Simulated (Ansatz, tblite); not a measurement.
Removing an electron: (HMg-mu-F)2 (Mg2H2F2). Total charge 0; singlet. Geometry: PBE0-D4/def2-TZVP. Ansatz, gas phase; energy differences of separate SCF runs; the oxidised species was run as a doublet alone.

```tsv
atom	x (Å)	y (Å)	z (Å)
Mg1	-1.023	0.953	0.374
H2	-2.223	2.061	0.812
F3	0.434	0.007	1.170
Mg4	1.025	-0.951	-0.374
H5	2.218	-2.067	-0.811
F6	-0.431	-0.003	-1.171
```

The xTB rows come from tblite. Correlated methods freeze 4 core orbitals; core or outer-core shells of Mg are correlated, in sets that lack core-valence functions. In CCSD on the charge 1 doublet the largest single amplitude is 0.17, so its Hartree–Fock determinant may place the open shell otherwise than the density functionals do. HOMO above LUMO, or a gap near zero within one spin, warns that the state may not be the lowest or that an electron is smeared out.

(1) Estimate orbital energies and vertical ionisation energies at: GFN1-xTB; GFN2-xTB; HF/def2-TZVPP; PBE-D4/def2-TZVP; r2SCAN-D4/def2-TZVP; PBE0-D4/def2-TZVP; MP2/def2-TZVPP; CCSD/def2-TZVPP; CCSD(T)/def2-TZVPP.

## Answers

(1) 
```json
{"level": "GFN1-xTB", "−HOMO (eV)": "12.53", "vertical IE (eV)": "15.73", "−LUMO (eV)": "8.05", "HOMO–LUMO gap (eV)": "4.49", "remarks": "–"}
{"level": "GFN2-xTB", "−HOMO (eV)": "11.61", "vertical IE (eV)": "14.64", "−LUMO (eV)": "7.27", "HOMO–LUMO gap (eV)": "4.34", "remarks": "–"}
{"level": "HF/def2-TZVPP", "−HOMO (eV)": "–", "vertical IE (eV)": "9.47", "−LUMO (eV)": "–", "HOMO–LUMO gap (eV)": "–", "remarks": "–"}
{"level": "PBE-D4/def2-TZVP", "−HOMO (eV)": "6.55", "vertical IE (eV)": "9.31", "−LUMO (eV)": "1.72", "HOMO–LUMO gap (eV)": "4.83", "remarks": "gap within one spin near zero (+1 doublet)"}
{"level": "r2SCAN-D4/def2-TZVP", "−HOMO (eV)": "6.78", "vertical IE (eV)": "9.38", "−LUMO (eV)": "1.22", "HOMO–LUMO gap (eV)": "5.56", "remarks": "gap within one spin near zero (+1 doublet)"}
{"level": "PBE0-D4/def2-TZVP", "−HOMO (eV)": "7.74", "vertical IE (eV)": "9.70", "−LUMO (eV)": "0.99", "HOMO–LUMO gap (eV)": "6.75", "remarks": "–"}
{"level": "MP2/def2-TZVPP", "−HOMO (eV)": "–", "vertical IE (eV)": "10.23", "−LUMO (eV)": "–", "HOMO–LUMO gap (eV)": "–", "remarks": "–"}
{"level": "CCSD/def2-TZVPP", "−HOMO (eV)": "–", "vertical IE (eV)": "10.43", "−LUMO (eV)": "–", "HOMO–LUMO gap (eV)": "–", "remarks": "–"}
{"level": "CCSD(T)/def2-TZVPP", "−HOMO (eV)": "–", "vertical IE (eV)": "10.42", "−LUMO (eV)": "–", "HOMO–LUMO gap (eV)": "–", "remarks": "–"}
```

  Raw xTB energy differences between charge states are shifted by several eV; the methods need an empirical correction for them.
